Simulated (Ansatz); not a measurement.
A nudged elastic band was laid between two geometries of H3NS2Sn (7 atoms, charge 0, multiplicity 1).

These are results of Ansatz 0.2.0, RKS B3LYP/def2-SVP, not measurements.

| Item | Value |
| --- | --- |
| movable images | 7 |
| climbing image | yes |
| spring | 5.0 eV/Å² |
| optimiser | quadratic models (default) |
| start path | through a guess of the saddle point |
| force threshold | 0.05 eV/Å |
| iteration limit | 24 |
| end points | relaxed |

First end point:

```xyz
7
Properties=species:S:1:pos:R:3
N -0.849 1.237 0.020
Sn 0.671 -0.122 0.006
S 0.404 -1.978 1.520
S 0.320 -2.421 -0.701
H -0.912 1.784 -0.840
H -1.754 0.790 0.176
H 2.181 0.641 -0.227
```

Last end point:

```xyz
7
Properties=species:S:1:pos:R:3
N -0.880 1.129 -0.464
Sn 0.667 -0.138 -0.058
S 0.484 -1.879 1.629
S 0.260 -2.461 -0.549
H -0.851 1.991 0.082
H -1.785 0.684 -0.301
H 2.168 0.606 -0.386
```

Problem. Which bonds break or form, and what moves?

Solution. No bond is made or broken. The height of N1 over the plane of its neighbours goes from 0.38 to -0.38 Å. The two ends are copies of one structure, up to a mirror image or an exchange of like atoms.

Problem. What energy profile does the band end with?

Solution. It converged. The highest image is number 3 of 0 to 8, 0.061 eV above the ends, which have the same energy within 2 meV. A vibrational analysis at the climbing image gives one clearly imaginary mode, 371i cm⁻¹: a first-order saddle point.

```csv
image,path coordinate (Å),energy (eV),height of N1 over the plane of its neighbours (Å)
0,0.00,0.000,0.38
1,0.25,0.004,0.36
2,0.51,0.022,0.27
3,0.76,0.061,0.00
4,0.93,0.042,-0.18
5,1.09,0.015,-0.32
6,1.25,0.006,-0.35
7,1.41,0.001,-0.37
8,1.58,0.000,-0.38
```

Problem. What is the geometry of the highest image?

Solution. 
```xyz
7
Properties=species:S:1:pos:R:3
N -0.896 1.080 -0.195
Sn 0.653 -0.171 0.005
S 0.454 -2.025 1.545
S 0.382 -2.474 -0.683
H -0.786 2.066 -0.404
H -1.859 0.777 -0.098
H 2.115 0.680 -0.215
```

Problem. What are the harmonic wavenumbers there?

Solution. 371i, 112, 136, 224, 307, 319, 440, 447, 542, 645, 754, 1484, 1936, 3580, 3705 cm⁻¹.

Time of the run: 12 min on 1 thread of AMD EPYC 7R43 64-Core Processor (Zen 3), on a shared host, peak memory 0.22 GiB.
